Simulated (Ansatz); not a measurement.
The lowest singlet and triplet of GaH (SMILES [GaH]); geometries from B3LYP-D3(BJ)/def2-TZVP, each state relaxed from the structure named, with no frequency check.
Singlet (charge 0, multiplicity 1):
```xyz
2

Ga     0.000     0.000    -0.053
H      0.000     0.000     1.636
```

A positive gap puts the triplet lower; no zero-point energy. R- takes a restricted singlet. U- takes an unrestricted singlet (broken symmetry where lower, unprojected). The triplet is unrestricted in single-reference levels.

Cores are frozen in the correlated methods. Filled d and f shells under p-block atoms count as core.

Codes used: Ansatz (a quantum-chemistry and plane-wave program). Each number belongs to the level named beside it.

The comparison value is -198.6 kJ/mol (FCI/cc-pVQZ). Full CI is exact for the correlated electrons in its own basis alone.

Question: Order these levels by the size of their error in the gap E(singlet) − E(triplet), vertical, at the singlet's geometry, against full CI in the same basis, smallest first: R-MP2/cc-pVQZ, R-SCS-MP2/cc-pVQZ, U-HF/cc-pVQZ, U-CCSD/cc-pVQZ. Give each level's value less the comparison value.

Answer: U-CCSD/cc-pVQZ (1.1 kJ/mol), R-SCS-MP2/cc-pVQZ (-5.3 kJ/mol), R-MP2/cc-pVQZ (10.5 kJ/mol), U-HF/cc-pVQZ (60.5 kJ/mol)
